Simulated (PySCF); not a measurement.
H5GeSi (SMILES [SiH3][GeH2]), doublet, at a GFN2-xTB geometry; CAMB3LYP/cc-pVDZ (PySCF).

Here is a job for PySCF.
```python
from pyscf import gto, scf, dft

mol = gto.M(
    atom='''
Si   -1.54892639   -0.09194217    0.27867756
Ge    0.78199144    0.05566743   -0.19621592
H    -2.12792534   -1.10565042   -0.60367109
H    -2.15100443    1.20907190   -0.01374444
H    -1.85259815   -0.44954338    1.66619045
H     1.43037867   -1.20061145    0.47032318
H     1.36239242    1.05256596    0.85832548
''',
    basis='cc-pvdz',
    spin=1,
    verbose=4,
)

mf = dft.UKS(mol)
mf.xc = 'camb3lyp'
mf.kernel()
```

It wrote (shortened):

```
PySCF version 2.14.0

[INPUT] verbose = 4
[INPUT] num. atoms = 7
[INPUT] num. electrons = 51
[INPUT] charge = 0
[INPUT] spin (= nelec alpha-beta = 2S) = 1
[INPUT] symmetry False subgroup None
[INPUT] Mole.unit = angstrom
[INPUT] Symbol           X                Y                Z      unit          X                Y                Z       unit  Magmom
[INPUT]  1 Si    -1.548926390000  -0.091942170000   0.278677560000 AA   -2.927046664211  -0.173745520598   0.526624265462 Bohr   0.0
[INPUT]  2 Ge     0.781991440000   0.055667430000  -0.196215920000 AA    1.477749653354   0.105196196758  -0.370794350080 Bohr   0.0
[INPUT]  3 H     -2.127925340000  -1.105650420000  -0.603671090000 AA   -4.021196106122  -2.089376483310  -1.140773029418 Bohr   0.0
[INPUT]  4 H     -2.151004430000   1.209071900000  -0.013744440000 AA   -4.064809265426   2.284814755908  -0.025973227336 Bohr   0.0
[INPUT]  5 H     -1.852598150000  -0.449543380000   1.666190450000 AA   -3.500903122376  -0.849513869311   3.148643621866 Bohr   0.0
[INPUT]  6 H      1.430378670000  -1.200611450000   0.470323180000 AA    2.703023940720  -2.268826822517   0.888782000235 Bohr   0.0
[INPUT]  7 H      1.362392420000   1.052565960000   0.858325480000 AA    2.574548547983   1.989061392440   1.622000082936 Bohr   0.0

nuclear repulsion = 158.608552749546
number of shells = 26
number of NR pGTOs = 153
number of NR cGTOs = 70
basis = cc-pvdz
ecp = {}

******** <class 'pyscf.dft.uks.UKS'> ********
method = UKS
initial guess = minao
damping factor = 0
level_shift factor = 0
DIIS = <class 'pyscf.scf.diis.CDIIS'>
diis_start_cycle = 1
diis_space = 8
diis_damp = 0
SCF conv_tol = 1e-09
SCF conv_tol_grad = None
SCF max_cycles = 50
direct_scf = True
direct_scf_tol = 1e-13
number electrons alpha = 26  beta = 25
XC library pyscf.dft.libxc version 7.1.2
    S. Lehtola, C. Steigemann, M. J. T. Oliveira, and M. A. L. Marques,  SoftwareX 7, 1–5 (2018)
XC functionals = camb3lyp
    T. Yanai, D. P. Tew, and N. C. Handy,  Chem. Phys. Lett. 393, 51 (2004)
radial grids:
    Treutler-Ahlrichs [JCP 102, 346 (1995); DOI:10.1063/1.469408] (M4) radial grids

becke partition: Becke, JCP 88, 2547 (1988); DOI:10.1063/1.454033
pruning grids: <function nwchem_prune>
grids dens level: 3
symmetrized grids: False
atomic radii adjust function: <function treutler_atomic_radii_adjust>
small_rho_cutoff = 0
Set gradient conv threshold to 3.16228e-05
tot grids = 88864
init E= -2368.72277726242

cycle= 1 E= -2369.51179776804  delta_E= -0.789  |g|= 0.12  |ddm|= 1.32
cycle= 2 E= -2369.52145047961  delta_E= -0.00965  |g|= 0.0585  |ddm|= 0.229
cycle= 3 E= -2369.52365376536  delta_E= -0.0022  |g|= 0.011  |ddm|= 0.0729
cycle= 4 E= -2369.52383158363  delta_E= -0.000178  |g|= 0.00222  |ddm|= 0.0286
cycle= 5 E= -2369.5238445572  delta_E= -1.3e-05  |g|= 0.000978  |ddm|= 0.00625
cycle= 6 E= -2369.5238478759  delta_E= -3.32e-06  |g|= 0.000388  |ddm|= 0.00332
cycle= 7 E= -2369.52384854435  delta_E= -6.68e-07  |g|= 0.000192  |ddm|= 0.00133
cycle= 8 E= -2369.52384872338  delta_E= -1.79e-07  |g|= 4.55e-05  |ddm|= 0.000908
cycle= 9 E= -2369.52384873182  delta_E= -8.44e-09  |g|= 1.67e-05  |ddm|= 0.000179
cycle= 10 E= -2369.52384873277  delta_E= -9.48e-10  |g|= 7.02e-06  |ddm|= 5.59e-05
Extra cycle  E= -2369.5238487329  delta_E= -1.28e-10  |g|= 3.89e-06  |ddm|= 1.6e-05
converged SCF energy = -2369.5238487329  <S^2> = 0.75231783  2S+1 = 2.0023165
```
